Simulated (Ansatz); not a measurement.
## AlH3InNSi: where a starting geometry ends

The starting geometry of this gas-phase singlet was optimised with GFN2-xTB.

```xyz
7

Al   -0.3443    0.4066    0.4571
In    2.0876    0.5621   -1.0786
N     0.5197   -0.9849   -0.4751
Si    0.3370   -2.5491   -0.8047
H    -0.5054    1.5414   -0.7295
H     0.8885    0.9853    1.3916
H    -1.6367   -0.0553    1.1889
```

Problem. Where would you expect an optimisation with BLYP-D3(BJ)/def2-SVP to take it?

Solution. A bond breaks, giving a structure given below by its coordinates. Contacts that open: In2–N3 (2.28 → 2.92 Å).

The energy falls by 0.31 eV over 11 steps:

```json
{"step": "1", "E − E(last) (eV)": "0.311"}
{"step": "2", "E − E(last) (eV)": "0.143"}
{"step": "3", "E − E(last) (eV)": "0.110"}
{"step": "4", "E − E(last) (eV)": "0.081"}
{"step": "5", "E − E(last) (eV)": "0.032"}
{"step": "7", "E − E(last) (eV)": "0.001"}
{"step": "8", "E − E(last) (eV)": "0.000"}
{"step": "9", "E − E(last) (eV)": "0.000"}
{"step": "10", "E − E(last) (eV)": "0.000"}
{"step": "11", "E − E(last) (eV)": "0.000"}
```

Final geometry (Å):

```xyz
7

Al   -0.4152    0.3063    0.4778
In    2.0148    0.9614   -0.9364
N     0.2083   -1.2536   -0.3548
Si    0.5838   -2.6760   -0.9875
H    -0.3061    1.4097   -0.8017
H     1.0086    0.8643    1.2046
H    -1.7476    0.2941    1.3475
```

Frequencies at the end are all real (lowest 50 cm⁻¹). Atoms past krypton carry core potentials, without spin–orbit terms. Run with Ansatz 0.2.0, 63 s on 1 thread of AMD EPYC (Zen 3) (shared host).
